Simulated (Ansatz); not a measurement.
Consider the ligand exchange at the In–O bond: `[OH][InH][SH]` + H₂S → `[SH][InH][SH]` + H₂O.

Program: Ansatz. Geometries: PBE0-D4/def2-TZVP. ΔE: electronic, gas phase. CBS: MP2 limit from def2 TZ/QZ plus the TZ coupled-cluster correction, frozen cores. This one scheme is used for every species. Functionals use def2-TZVPP. B3LYP here is the variant with VWN-RPA as its local correlation; programs differ in this. Elements past krypton have def2 core potentials. For In outer-core shells are correlated without core-valence functions, which leaves a few kJ/mol of doubt a bond. One conformer a species, not always the lowest.

`[OH][InH][SH]`:

Cartesian coordinates in Å:
```
O 1.255 -0.826 -0.206
In -0.314 0.352 -0.509
S -1.451 0.613 1.551
H 1.779 -0.987 -0.994
H -0.707 1.021 -2.026
H -0.562 -0.173 2.184
```

H₂S:

Cartesian coordinates in Å:
```
S 0.540 -0.156 0.260
H -0.654 -0.759 0.164
H 0.114 0.916 -0.424
```

`[SH][InH][SH]`:

Cartesian coordinates in Å:
```
S -0.831 1.018 -1.349
In 0.537 -0.368 0.023
S -0.270 -0.584 2.249
H -0.058 0.867 -2.438
H 1.959 -1.138 -0.518
H -1.337 0.204 2.032
```

H₂O:

```xyz
3

O     0.051   -0.380    0.065
H     0.684    0.240   -0.305
H    -0.735    0.141    0.240
```

| level | ΔE (kJ/mol) |
| --- | --- |
| r2SCAN-D4 | -61.3 |
| B3LYP-D4 | -60.7 |
| PBE0 | -67.4 |
| HF/def2-TZVPP | -65.3 |
| MP2/def2-TZVPP | -64.7 |
| CCSD(T)/def2-TZVPP | -61.1 |
| MP2/def2-QZVPP | -64.9 |
| SCS-MP2/def2-QZVPP | -59.8 |

**Question.** What does CCSD(T)/CBS give? (Best estimate.)

**Answer.** Computed: -62.2 kJ/mol. The listed levels differ from it by 0.9, 1.5, -5.2, -3.1, -2.5, 1.1, -2.7, 2.4 kJ/mol.

Largest T1 diagnostic among the species: 0.016.

The D4 term adds −3.7 kJ/mol with B3LYP and −2.1 kJ/mol with PBE0; it sums over pairs of atoms, weighted by their polarisabilities, and B3LYP, whose exchange is more repulsive, gets the larger term. From PBE to PBE0 (25 % exact exchange), in def2-TZVPP and without D4, ΔE moves by −7.3 kJ/mol.
